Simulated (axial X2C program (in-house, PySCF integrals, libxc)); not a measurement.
Values are calculated unless marked as measured or tabulated.
# BaPd⁺: input and output

Program: an in-house relativistic program for diatomic molecules.

Input file and command:
```json
{"zs": [56, 46], "q": 1, "bas": ["dyall-v2z", "dyall-v2z"], "levels": ["PBE0", "HF", "BLYP", "BHandHLYP"], "cc": false, "r0": 3.16, "npts": 10, "nst": 2, "ntry": 6}
```
```bash
python so2c.py task.json out
```

Keys: zs atomic numbers; q charge; bas basis sets; levels methods; cc coupled cluster on or off; r0 starting distance in Å; npts points on the curve; nst determinants followed; ntry starts of the search. HF also brings MP2.

Output of the BLYP step, 2c, at R = 2.615 Å for the state Ω = 1/2. It starts from PBE0 orbitals of this distance.

```
two-component X2C + atomic mean field  BLYP
basis functions 180  fitting functions 1017  grid points 5803
iter        total energy     max residual
   1     -13175.085294866     2.05e-01
   2     -13175.090508095     1.33e-01
   3     -13175.094882413     4.40e-02
   4     -13175.095295876     9.17e-03
   5     -13175.095411416     5.32e-03
   6     -13175.095437792     1.56e-03
   7     -13175.095440358     2.71e-04
   8     -13175.095440857     2.93e-04
   9     -13175.095440944     4.58e-05
  10     -13175.095440953     1.51e-05
converged
one-electron -19070.88516473  Coulomb 5728.03263714  exact exchange 0.00000000  xc functional -345.64737241  nuclear repulsion 521.28508426  atomic mean-field constant -7.88062520
```
Energies are in hartree; totals compare only within one Hamiltonian and basis.
